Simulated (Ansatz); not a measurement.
Cost and result for the atomization energy of C3H9BSi (`C=C([SiH3])BC`) (14 atoms, 13 bonds).

```xyz
14

C    -0.7849   -1.8404   -0.5933
C    -0.2076   -0.6648   -0.2972
Si    1.3005   -0.1056   -1.2471
B    -0.8389    0.1837    0.8398
C    -0.2894    1.5552    1.3320
H    -0.4188   -2.5055   -1.3741
H    -1.6649   -2.1828   -0.0511
H     1.6783   -1.1355   -2.2537
H     2.4519    0.1156   -0.3296
H     1.0385    1.1802   -1.9505
H    -1.8042   -0.2831    1.3890
H     0.4762    2.0179    0.7049
H    -1.0930    2.2773    1.5068
H     0.1563    1.3877    2.3240
```

The species carries charge 0 and has multiplicity 1. Geometry: relaxed with PBE0-D4/def2-TZVP. It is one conformer, not always the lowest. Program: Ansatz. All runs use 4 threads of an Arm Neoverse N1 on a shared host. Times are those of one run each, without the atoms' runs, and a repeat can differ threefold. Electronic energies, without spin–orbit coupling; frozen cores. CCSD(T)/CBS adds CCSD(T) − MP2 in def2-TZVPP to the MP2 limit, and its time is that of the two runs behind it. T1 = 0.011. B3LYP takes the VWN-RPA correlation (the form of Gaussian; ORCA's B3LYP/G).

CCSD(T)/CBS is a level of theory with its own doubt, some kJ/mol a heavy atom from the limit and from the frozen cores, so smaller differences don't rank the functionals.

```json
{"level": "PBE-D4/def2-TZVPP (with forces)", "functions": "292", "wall time": "5.5 s"}
{"level": "PBE0-D4/def2-TZVPP", "functions": "292", "wall time": "6 s"}
{"level": "r2SCAN-D4/def2-TZVPP (with forces)", "functions": "292", "wall time": "9.5 s"}
{"level": "B3LYP-D4/def2-TZVPP (with forces)", "functions": "292", "wall time": "11 s"}
{"level": "B2PLYP/def2-TZVPP", "functions": "292", "wall time": "12 s"}
{"level": "ωB97X-V/def2-TZVPP", "functions": "292", "wall time": "17 s"}
{"level": "ωB97M-V/def2-TZVPP (with forces)", "functions": "292", "wall time": "23 s"}
{"level": "MP2/def2-QZVPP", "functions": "568", "wall time": "55 s"}
{"level": "CCSD(T)/def2-TZVPP", "functions": "292", "wall time": "6 min"}
{"level": "CCSD(T)/CBS(def2)", "functions": "–", "wall time": "6.9 min"}
```

(1) What atomization energy does each give, and how far from CCSD(T)/CBS? (Estimate.)

Answers

(1) The calculation gave: 
| level | atomization (kcal/mol) | difference from CCSD(T)/CBS | per bond |
| --- | --- | --- | --- |
| PBE-D4/def2-TZVPP (with forces) | 1271.6 | 18.1 | 1.4 |
| PBE0-D4/def2-TZVPP | 1260.7 | 7.2 | 0.6 |
| r2SCAN-D4/def2-TZVPP (with forces) | 1260.9 | 7.4 | 0.6 |
| B3LYP-D4/def2-TZVPP (with forces) | 1260.5 | 7.0 | 0.5 |
| B2PLYP/def2-TZVPP | 1245.7 | -7.8 | -0.6 |
| ωB97X-V/def2-TZVPP | 1258.9 | 5.4 | 0.4 |
| ωB97M-V/def2-TZVPP (with forces) | 1260.3 | 6.8 | 0.5 |
| MP2/def2-QZVPP | 1252.6 | -0.9 | -0.1 |
| CCSD(T)/def2-TZVPP | 1227.3 | -26.2 | -2.0 |
| CCSD(T)/CBS(def2) | 1253.5 | 0.0 | 0.0 |

The D4 term adds +11.0 kcal/mol with B3LYP and +5.9 kcal/mol with PBE0; it sums over pairs of atoms, weighted by their polarisabilities, and B3LYP, whose exchange is more repulsive, gets the larger term. In def2-TZVPP, CCSD(T) changes the Hartree–Fock value by +258.7 kcal/mol (the triples alone add +14.4 kcal/mol) and MP2 by +268.5 kcal/mol; breaking electron pairs costs correlation energy, which Hartree–Fock lacks. From PBE to PBE0 (25 % exact exchange), in def2-TZVPP and without D4, the atomization energy moves by −9.9 kcal/mol: exact exchange takes away binding that semilocal exchange gives to molecules.
